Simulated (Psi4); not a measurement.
chlorobenzene (C₆H₅Cl), singlet, at a GFN2-xTB geometry. Base run: BLYP/3-21G (Psi4).

The Psi4 input:
```
memory 2 GB

molecule mol {
0 1
  Cl    2.230833    0.178301    0.001666
  C     0.505653    0.040415    0.000378
  C    -0.270115    1.188040    0.019311
  C    -1.649225    1.070452    0.018162
  C    -2.244936   -0.179428   -0.001677
  C    -1.458233   -1.318817   -0.020483
  C    -0.077952   -1.215859   -0.019571
  H     0.201293    2.158229    0.034705
  H    -2.258747    1.961460    0.032865
  H    -3.320984   -0.265432   -0.002481
  H    -1.918469   -2.295326   -0.035985
  H     0.541595   -2.098853   -0.034150
}

set basis 3-21g
set reference rks

energy('blyp')
print_variables()
```

Each row names what was changed in the base input (with any setting that the change needs).

| change | ΔE vs base (mEh) | point group used | SCF cycles |
|---|---|---|---|
| base | 0.000 | c1 | 9 |
| jitter_ang = 0.002 | -0.076 | c1 | 9 |
| molecule keys = symmetry c1, no_reorient, no_com | 0.000 | c1 | 9 |
| molecule keys = symmetry c1 | 0.000 | c1 | 9 |
| molecule keys = no_reorient | 0.000 | c1 | 9 |
